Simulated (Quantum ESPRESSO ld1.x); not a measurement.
Q: Excited configurations of Tl XXXIV: one electron is placed in a higher orbital outside [Kr] 4d10 4f1. The ground configuration is [Kr] 4d10 4f2. All-electron calculation, Dirac Kohn-Sham, relativistic LDA (MacDonald-Vosko exchange, VWN5 correlation), spin-unpolarised, spherical densities, point nucleus; open shells are shared between the two j in proportion to 2j + 1. Program: ld1.x of Quantum ESPRESSO 7.5. Excitation = E - E(ground); binding = E(ion) - E, where the ion is the core of charge +34; n* = 34/sqrt(2 binding) in atomic units. These energies are relativistic, and a one-electron ion of charge +34 with no core already has n* below n in this formula (Dirac formula, point nucleus, mean over j: 6s 5.973, 6p 5.983, 6f 5.995, 7s 6.972, 7d 6.991, 7f 6.994). The quantum defect is therefore taken as that value minus n*, so that it holds no relativistic shift of the bare ion. Eigenvalue and <r> are those of j = l + 1/2.

outer orbital  excitation (eV)  binding (eV)     n*  quantum defect  eigenvalue (eV)  <r> (bohr)
6s                      611.68        658.00  4.889           1.084          -648.81       1.064
6p                      655.47        614.22  5.060           0.923          -597.31       1.127
6f                      766.28        503.40  5.590           0.405          -494.63       1.209
7d                      875.34        394.34  6.315           0.676          -387.54       1.688
7f                      907.66        362.03  6.591           0.403          -356.25       1.747

Estimate the row for 7s.

A: excitation (eV) 817.00; binding (eV) 452.69; n* 5.894; quantum defect 1.078; eigenvalue (eV) -446.58; <r> (bohr) 1.540. The Delta-SCF ionisation energy is 1269.7 eV (NIST Atomic Spectra Database: 1290 eV, theoretical). Self-interaction in the functional shifts the binding energies and quantum defects, so they are the method's values and not measured ones. Spin polarisation and multiplet splitting are left out, so open shells lie too high by an amount that depends on their filling. Sharing an open shell by 2j + 1 raises it above the true ground level by a part of the spin-orbit splitting, which enters the differences from NIST.

Beside tabulated values, note that spin-unpolarised runs miss the spin-polarisation part of the exchange energy of open shells.
